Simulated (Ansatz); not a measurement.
Born–Oppenheimer molecular dynamics of CH$_{9}$B$_{2}$ClSi$_{2}$ (15 atoms, charge 0, multiplicity 1). It starts from a relaxed structure.

Method: UKS PBE0-D4/6-31G (Ansatz).

| Property | Result |
| --- | --- |
| ensemble | NVE (velocity Verlet) |
| time step | 0.5 fs |
| steps asked | 100 |
| starting velocities drawn for | 500 K |
| masses | H 2.014 u |
| seed | 489250 |

First frame:

```xyz
15
Properties=species:S:1:pos:R:3
B -0.576 -1.858 0.884
C -0.598 -0.467 0.190
B 0.809 -0.127 -0.383
Si 1.055 0.663 -2.234
Si -0.895 0.893 1.532
Cl 0.568 0.807 3.140
H -1.355 -2.706 0.554
H 0.232 -2.098 1.733
H -1.424 -0.319 -0.521
H 1.779 -0.343 0.289
H 1.583 -0.411 -3.158
H 2.057 1.788 -2.251
H -0.234 1.172 -2.831
H -0.781 2.259 0.928
H -2.240 0.697 2.156
```

Q: How far do the bonds stretch over the last three quarters of this one trajectory? (Pairs bonded in most of those frames.)

A: 
| bond | mean (Å) | spread (Å) | shortest | longest |
| --- | --- | --- | --- | --- |
| B1–C2 | 1.557 | 0.025 | 1.52 | 1.60 |
| B1–H7 | 1.200 | 0.015 | 1.18 | 1.22 |
| B1–H8 | 1.198 | 0.018 | 1.17 | 1.23 |
| C2–B3 | 1.569 | 0.039 | 1.51 | 1.63 |
| C2–Si5 | 1.939 | 0.019 | 1.92 | 1.97 |
| C2–H9 | 1.101 | 0.014 | 1.08 | 1.12 |
| B3–Si4 | 2.056 | 0.059 | 1.96 | 2.14 |
| B3–H10 | 1.203 | 0.018 | 1.18 | 1.23 |
| Si4–H11 | 1.508 | 0.014 | 1.49 | 1.53 |
| Si4–H12 | 1.512 | 0.036 | 1.46 | 1.57 |
| Si4–H13 | 1.513 | 0.015 | 1.49 | 1.54 |
| Si5–Cl6 | 2.188 | 0.070 | 2.09 | 2.28 |
| Si5–H14 | 1.500 | 0.007 | 1.49 | 1.51 |
| Si5–H15 | 1.499 | 0.011 | 1.48 | 1.52 |

Mean temperature of the second half: 248 K. The conserved energy stayed within 0.046 meV per atom of its start (net change 0.038 meV per atom), so the integration is sound. A run of 0.05 ps of so small a system gives no equilibrium averages. Limits of this set-up: no polarisation functions.

Run time: 16 min on 2 threads of Arm Neoverse N1, with other jobs on the host, peak memory 0.33 GiB.
